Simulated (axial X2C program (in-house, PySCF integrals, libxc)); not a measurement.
Spin–orbit effects along a row: molecules with Cu, PBE0

Calculated with an in-house relativistic program for diatomic molecules, spin-free (one-electron X2C) or two-component (2c: spin–orbit coupling with atomic mean-field Coulomb and Gaunt terms, which also bring small scalar terms), in Dyall basis sets with cores contracted in-house; open shells are unrestricted.

Basis sets: B dyall-v3z, Be dyall-cv3z, C dyall-v3z, Cu dyall-cv3z, Cu dyall-v3z, F dyall-v3z, Li dyall-cv3z.

```csv
molecule,spin-free state,Re (Å),ωe (cm⁻¹),De (eV),2c state,Re 2c (Å),ωe 2c (cm⁻¹),De 2c (eV)
LiCu,"M_S = 0, Λ = 0",2.280,386.9,1.72,Ω = 0,2.280,386.8,1.72
BeCu,?,?,?,?,?,?,?,?
CuB,"M_S = 0, Λ = 0",1.913,544.7,2.33,Ω = 0,1.914,544.3,2.33
CuC,"M_S = 3/2, Λ = 0",1.780,626.1,2.38,Ω = 3/2,1.781,625.4,2.38
CuF,"M_S = 0, Λ = 0",1.741,624.6,4.03,Ω = 0,1.742,624.3,4.03
```

Task: Estimate the 2c Re and ωe of BeCu as the mean of its neighbours in the table.

Result: Re ≈ 2.097 Å, ωe ≈ 465.5 cm⁻¹. The PBE0 runs give the row below, so the estimate misses by 0.039 Å and -10.6 cm⁻¹.

| molecule | spin-free state | Re (Å) | ωe (cm⁻¹) | De (eV) | 2c state | Re 2c (Å) | ωe 2c (cm⁻¹) | De 2c (eV) |
| --- | --- | --- | --- | --- | --- | --- | --- | --- |
| BeCu | M_S = 1/2, Λ = 0 | 2.058 | 476.5 | 1.43 | Ω = 1/2 | 2.058 | 476.1 | 1.43 |

Each entry is the lowest single determinant of a limited PBE0 search at one distance. De goes to single-determinant-based atoms at the same level (for ions the charge split of lowest energy) and is withheld (n/a) where an atom does not fit its ground term or J level. Main or longest-lived isotopes. One determinant is a doubtful description, or other states lie close, for CuC; these need not be ground states, and all values refer to the states named. With several unpaired electrons the Ω given is that of one determinant, not necessarily of the lowest component. Some light 2c atoms are not at their ground J level, so De misses part of their lowering (0.04 eV or less). The functionals have no current term, which raises determinants with orbital currents.
